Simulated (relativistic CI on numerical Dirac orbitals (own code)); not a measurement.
**Cr⁴⁺: from the plainest model towards the measured levels**

Calculated with a relativistic CI code on KLI orbitals (one set per configuration, finite nucleus), adding one ingredient at a time: step 1, Dirac-Coulomb, each configuration alone; step 2, with Breit and QED terms; step 3, with configuration mixing; step 4, with scaled Slater integrals (0.85); step 5, with a P86 correlation estimate; step 6, tied to the ionisation limit. P86 is a density functional for the correlation energy, evaluated here for each configuration and added to its levels. Step 6 is semi-empirical: configurations made of the next ion and one excited electron move by -2 cm⁻¹, so that their limit matches the tabulated ionisation energy, and those with a non-penetrating f or g electron also take the P86 value of the least penetrating other one.

CI space (outside the closed core [Ne]): 3s2.3p6.3d2, 3s2.3p6.3d.4s, 3s2.3p6.3d.4p, 3s2.3p6.3d.4d, 3s2.3p6.3d.5s, 3s2.3p5.3d3, 3s2.3p6.3d.4f, 3s2.3p6.3d.5p, 3s2.3p6.4s2, 3s.3p6.3d3, 3s2.3p6.3d.5d, 3s2.3p6.4s.4p, 3s2.3p6.3d.5f, 3s2.3p6.4p2, 3s2.3p6.4s.4d.

Computed minus measured energy above the ground level, in cm⁻¹, for 16 of the 45 excited levels that pair in every step (one J of a term; a digit in brackets numbers repeated terms):

```
Configuration  Term  J  Measured  Step 1  Step 2  Step 3  Step 4  Step 5  Step 6
  3s2.3p6.3d2    3F  3       508      41     -26     -27     -26     -26     -26
  3s2.3p6.3d2    1D  2     13188    3197    3138    2045      -1       0       0
  3s2.3p6.3d2    3P  0     15492    3694    3687    2103    -253    -252    -252
  3s2.3p6.3d2    1G  4     22019    3209    3097    2741    -815    -815    -815
3s2.3p6.3d.4s    3D  1    167176     -42     199     744    -971    5339    5337
3s2.3p6.3d.4s    1D  2    171698    1141    1309    1224   -1128    5186    5184
3s2.3p6.3d.4p   1D°  2    226120   -1044    -903    -333   -1432    5338    5335
3s2.3p6.3d.4p   3D°  1    228002   -1170    -990    -494   -1895    4875    4872
3s2.3p6.3d.4p   3F°  2    229552   -1110    -933    -345   -1998    4772    4769
3s2.3p6.3d.4p   3P°  1    234618    -391    -237     284   -2142    4627    4625
3s2.3p6.3d.4d    1F  3    316675   -3242   -3194   -2712   -3487    3579    3576
3s2.3p6.3d.4d    3D  1    317894   -3382   -3296   -2734   -3731    3333    3330
3s2.3p6.3d.4d    3G  3    319119   -3346   -3264   -2706   -3878    3186    3183
3s2.3p6.3d.4d    1P  1    319284   -2778   -2755   -2221   -3406    3658    3655
3s2.3p6.3d.5s    3D  1    356745   -4664   -4502   -3856   -5718    1743    1740
3s2.3p6.3d.5s    1D  2    358654   -4408   -4335   -3557   -5650    1811    1808
```

Mean absolute errors in cm⁻¹, over all paired levels and for the configurations:

```tsv
Configuration, levels	Step 1	Step 2	Step 3	Step 4	Step 5	Step 6
all, 45	1992	1955	1546	2476	3331	3329
3s2.3p6.3d2, 8	3493	3442	2625	302	304	304
3s2.3p6.3d.4s, 4	305	466	852	1023	5288	5285
3s2.3p6.3d.4p, 12	800	709	409	2060	4711	4708
3s2.3p6.3d.4d, 17	1917	1894	1477	3374	3692	3689
3s2.3p6.3d.5s, 4	4575	4467	3786	5709	1751	1749
```

Measured levels: Sugar and Corliss, J. Phys. Chem. Ref. Data 6, 317 (1977). Some J values or terms of the table were assigned by a fit.

The mean absolute error is lowest at step 3 (1546 cm⁻¹), and the largest single drop is from step 2 to 3 (1955 to 1546). Terms of the ground configuration are off by 3493 at first, 2625 with mixing and 302 after scaling, which stands in for the correlation that narrows term splittings. The Breit and QED terms change the top of the ground term (measured 1142) from 1253 to 1092. Mixing lowers the ground level by 695; relative to it the configurations that move most are 3s2.3p6.3d.5s by +681, 3s2.3p6.3d.4d by +472, 3s2.3p6.3d.4p by +464. The P86 estimate moves 3s2.3p6.3d.5s by +7461, 3s2.3p6.3d.4d by +7065, 3s2.3p6.3d.4p by +6771, and takes the mean absolute error of the excited configurations from 2946 to 3985; it overshoots. Step 6 takes that error from 3985 to 3983.
